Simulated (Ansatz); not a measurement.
The cluster Be₂Cl₄⁻, relaxed as a doublet with UKS B3LYP-D4/def2-SVPD in Ansatz, starting from the GFN1-xTB geometry. Force threshold 0.02 eV/Å.

The relaxation made no stability test and no search for a lower SCF solution. The structure comes from a short search, and lower isomers may exist.

Start:

Cartesian coordinates in Å:
```
Be 1.1224 0.5577 2.0724
Be -0.9409 0.0036 -1.1557
Cl -0.4494 0.8459 -2.8344
Cl 2.6274 -0.6856 2.4642
Cl -2.7265 -0.6878 -0.8324
Cl 0.3670 -0.0339 0.2860
```

| step | energy (eV) | largest force component (eV/Å) | SCF passes |
| --- | --- | --- | --- |
| 1 | -50888.6266 | 1.201 | 15 |
| 2 | -50888.7452 | 0.705 | 17 |
| 3 | -50888.8384 | 0.136 | 18 |
| 4 | -50888.8893 | 0.156 | 18 |
| 5 | -50888.9297 | 0.199 | 19 |
| 6 | -50888.9580 | 0.365 | 18 |
| 7 | -50888.9776 | 0.297 | 18 |
| 8 | -50888.9986 | 0.093 | 19 |
| 9 | -50889.0064 | 0.059 | 19 |
| 10 | -50889.0419 | 0.296 | 22 |
| 11 | -50889.1200 | 0.484 | 22 |
| 12 | -50889.1993 | 0.465 | 21 |
| 13 | -50889.2347 | 0.385 | 21 |
| 14 | -50889.2402 | 0.274 | 18 |
| 15 | -50889.2612 | 0.253 | 18 |
| 16 | -50889.2787 | 0.315 | 17 |
| 17 | -50889.3032 | 0.237 | 20 |
| 18 | -50889.3109 | 0.494 | 18 |
| 19 | -50889.3294 | 0.254 | 18 |
| 20 | -50889.3547 | 0.035 | 18 |
| 21 | -50889.3555 | 0.006 | 18 |
| 22 | -50889.3559 | 0.010 | 18 |
| 23 | -50889.3560 | 0.017 | 18 |

Force components are those of the run's own axes.

End:

Cartesian coordinates in Å:
```
Be 0.883 -0.434 0.605
Be -0.880 0.436 -0.607
Cl -0.340 1.701 -1.951
Cl 1.311 0.572 2.188
Cl -2.603 -0.240 -0.083
Cl 1.629 -2.036 -0.152
```

Bonds lost: Be2–Cl6 (atoms count from 1). The end is the same structure that another start reached, the lowest one found.

The force fell under the threshold at step 21, but the optimiser went on. No frequencies were taken in this run, so the end may be a saddle point.

Hardware: 4 threads of Arm Neoverse V1 on a shared host. Wall time 57 s.
